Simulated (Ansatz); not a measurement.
Input:

```yaml
crystal:
  periodic: [false, false, false]
  atoms:
    - { symbol: Si, position_ang: [0.0, 0.0, 0.0] }
    - { symbol: H, position_ang: [0.6625, 0.0, 1.522] }
    - { symbol: Cl, position_ang: [2.2646, 0.0, 0.5484] }
    - { symbol: C, position_ang: [-0.8808, 1.5259, -0.6227] }
    - { symbol: H, position_ang: [-1.9334, 1.2723, -0.8671] }
    - { symbol: H, position_ang: [-0.8624, 2.3106, 0.1622] }
    - { symbol: H, position_ang: [-0.3704, 1.9025, -1.5336] }
    - { symbol: Cl, position_ang: [-1.0032, -1.7381, -0.7093] }
basis:
  gaussian: { orbitals: "6-31G*" }
hamiltonian:
  xc: b3lyp
relax:
  f_tol: 0.15
  max_steps: 25
  restrain:
    - { distance: [1, 2], at: 1.37, k: 30.0 }
    - { distance: [0, 1], at: 2.66, k: 30.0 }
    - { distance: [0, 2], at: 3.33, k: 30.0 }
output:
  orbitals: {}
```

Command:

```bash
$ ansatz run input.yaml --threads 1 --pin off --max-ram 2048MiB --backend cpu --events-out ev --progress --plain --runs-dir out
```

Hardware: 1 thread of Arm Neoverse V1, with other jobs on the host.

Q: Roughly how long does this run take, and how much memory?

A: 55 s, with a peak of 0.16 GiB, for 12 ionic steps.
